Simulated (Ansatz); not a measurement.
**Pulling the pair apart**

The pair of K⁺ (SMILES [K+], atom 1) and HBr (SMILES Br, atoms 2–3), both closed shells, in one local arrangement (a lower one may exist), relaxed at PBE0-D4/def2-TZVP:

```xyz
3
angstrom
K -0.0196 0.0456 -2.3936
Br -0.2472 0.5768 0.9101
H 0.2667 -0.6224 1.4836
```

HBr is shifted rigidly along the line between the mean atom positions of the two fragments (negative: closer). Counterpoise interaction energies in kJ/mol. Program: Ansatz 0.2.0. Basis: def2-TZVPPD. Cores are frozen in the correlated methods. Filled d shells of the heavier atoms are correlated. The outer core shell of Li, Na, Mg and K is correlated. The def2 sets are not built for correlating such inner shells, so the correlated values are less sure here. B3LYP uses VWN-RPA correlation.

```json
{"shift (Å)": "-0.34", "PBE0-D4": "-24.1", "B3LYP-D4": "-22.9", "HF": "-12.2"}
{"shift (Å)": "-0.17", "PBE0-D4": "-29.4", "B3LYP-D4": "-28.9", "HF": "-20.3"}
{"shift (Å)": "0.00", "PBE0-D4": "-30.7", "B3LYP-D4": "-30.8", "HF": "-23.5"}
{"shift (Å)": "0.17", "PBE0-D4": "-30.1", "B3LYP-D4": "-30.7", "HF": "-24.0"}
{"shift (Å)": "0.40", "PBE0-D4": "-28.6", "B3LYP-D4": "-30.7", "HF": "-22.5"}
{"shift (Å)": "0.84", "PBE0-D4": "-23.9", "B3LYP-D4": "-27.4", "HF": "-17.8"}
{"shift (Å)": "1.68", "PBE0-D4": "-13.7", "B3LYP-D4": "-15.3", "HF": "-10.5"}
{"shift (Å)": "3.35", "PBE0-D4": "-5.0", "B3LYP-D4": "-5.2", "HF": "-4.6"}
```

(1) What does CCSD(T) give at these shifts? (To be estimated.)

The T1 diagnostic stays at or below 0.005.

Results:

(1) The calculation gives: -17.4, -24.0, -26.1, -25.8, -23.5, -18.0, -10.3, -4.3 kJ/mol. For zero shift, CCSD(T) at an estimated basis limit (MP2 extrapolated from triple and quadruple zeta, plus CCSD(T) − MP2 in triple zeta) gives -30.0 kJ/mol. These are counterpoise interaction energies, counted from the two frozen fragments.

For scale, one of the runs: CCSD(T)/def2-TZVPPD, 110 basis functions, launched by `ansatz run in.yaml --threads 2 --pin off --events-out ev --progress --plain --max-ram 5222MiB`. Hardware: 2 CPU threads, shared host. Wall time about 2.9 s.
